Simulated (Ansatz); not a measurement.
Start from `CC[SiH](Cl)Cl` and change one atom or group to get `Cl[SiH](Cl)Cl`.

Ansatz, PBE0-D4/def2-TZVP geometries, multiplicity 1. Each molecule was computed in one conformer, which needn't be the lowest.

```json
{"property": "HOMO–LUMO gap (PBE/def2-TZVPP) / eV", "`CC[SiH](Cl)Cl`": "6.79"}
{"property": "HOMO energy (ωB97M-V/def2-TZVPP) / eV", "`CC[SiH](Cl)Cl`": "-10.78"}
{"property": "LUMO energy (PBE0/def2-TZVPP) / eV", "`CC[SiH](Cl)Cl`": "0.47"}
{"property": "size of the dipole moment (PBE/def2-TZVPP) / D", "`CC[SiH](Cl)Cl`": "2.07"}
{"property": "LUMO energy (PBE/def2-TZVPP) / eV", "`CC[SiH](Cl)Cl`": "-0.46"}
{"property": "HOMO energy (PBE/def2-TZVPP) / eV", "`CC[SiH](Cl)Cl`": "-7.25"}
```

Q: What does the change do to each property? (Estimate.)

A: Ansatz gave: 
| property | `Cl[SiH](Cl)Cl` | shift |
| --- | --- | --- |
| HOMO–LUMO gap (PBE/def2-TZVPP) / eV | 6.89 | 0.10 |
| HOMO energy (ωB97M-V/def2-TZVPP) / eV | -11.62 | -0.84 |
| LUMO energy (PBE0/def2-TZVPP) / eV | -0.06 | -0.53 |
| size of the dipole moment (PBE/def2-TZVPP) / D | 0.70 | -1.37 |
| LUMO energy (PBE/def2-TZVPP) / eV | -1.08 | -0.62 |
| HOMO energy (PBE/def2-TZVPP) / eV | -7.96 | -0.71 |

With PBE0 the HOMO falls by 0.82 eV and the LUMO falls by 0.53 eV, so the gap widens by about 0.29 eV. PBE moves the HOMO by -0.71 eV and ωB97M-V by -0.84 eV. Dipoles are sizes alone; their direction can turn.
